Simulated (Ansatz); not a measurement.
Saddle point of GaH$_{4}$Cl, singlet (GaH₃ + HCl → GaH₂Cl ([Cl][GaH2]) + H₂; bonds formed: Ga1–Cl6, H2–H5; bonds broken: Ga1–H2, H5–Cl6), PBE0-D4/def2-TZVP structure:

Ga1  (-0.434, 0.532, 0.157)
H2  (0.488, 0.198, -1.209)
H3  (0.259, 1.564, 1.086)
H4  (-1.918, 0.120, -0.030)
H5  (0.807, -0.763, -0.588)
Cl6  (0.797, -1.652, 0.583)
(Å)

Energies are electronic, without zero-point energy. Barriers and step energies count from the start structure reached by relaxing down the imaginary mode; all methods use the PBE0-D4 structures, on which another method's saddle can fall below an end. Computed with Ansatz 0.2.0 (basis: def2-TZVPP, with def2-QZVPP for the basis limit); correlated methods freeze the cores. Filled d shells of the heavier atoms are correlated. The def2 sets are not built for correlating such inner shells, so the correlated values are less sure here. B3LYP uses VWN-RPA correlation. Extrapolation: Hartree–Fock as exp(−7.88 √X), correlation as X^−2.97.

```csv
method,barrier (kJ/mol),step energy (kJ/mol)
SPW92,?,-81.1
PBE-D4,9.1,-93.6
BLYP-D4,?,-97.0
r2SCAN-D4,14.1,-98.5
B97M-V,28.9,-87.4
PBE0-D4,20.0,-94.7
B3LYP-D4,28.3,-97.1
r2SCAN0-D4,22.9,-98.7
BHLYP-D4,41.6,-98.7
CAM-B3LYP-D4,?,-93.0
wB97X-V,37.1,-95.2
wB97M-V,36.1,-94.3
B2PLYP,32.8,-98.5
PBE-QIDH,29.7,-97.9
RPA on PBE,41.0,-88.6
HF,72.6,-104.0
MP2,33.6,-100.9
CCSD,45.5,-93.4
CCSD(T),38.6,-94.0
```

Question: Fill in the withheld barriers. (To be estimated.)

Answer: By the calculation: BLYP-D4 20.6; CAM-B3LYP-D4 34.6; SPW92 -7.0 kJ/mol. Each is the energy of the saddle less that of the start structure, by the same method.

For comparison, the barrier by CCSD(T) at an estimated basis limit (MP2 extrapolated from triple and quadruple zeta, plus CCSD(T) − MP2 in triple zeta) is 34.1 kJ/mol.

The T1 diagnostic stays at or below 0.013.

Labels in which every atom is bracketed show which atoms are joined, not bond orders.

For scale, one of the runs: CCSD(T)/def2-TZVPP, 146 basis functions, launched by `ansatz run in.yaml --threads 2 --pin off --events-out ev --progress --plain --max-ram 4352MiB`. Time: 17 s of wall clock on 2 CPU threads of an Arm Neoverse V2; the host was shared. Peak host memory: 0.84 GiB.
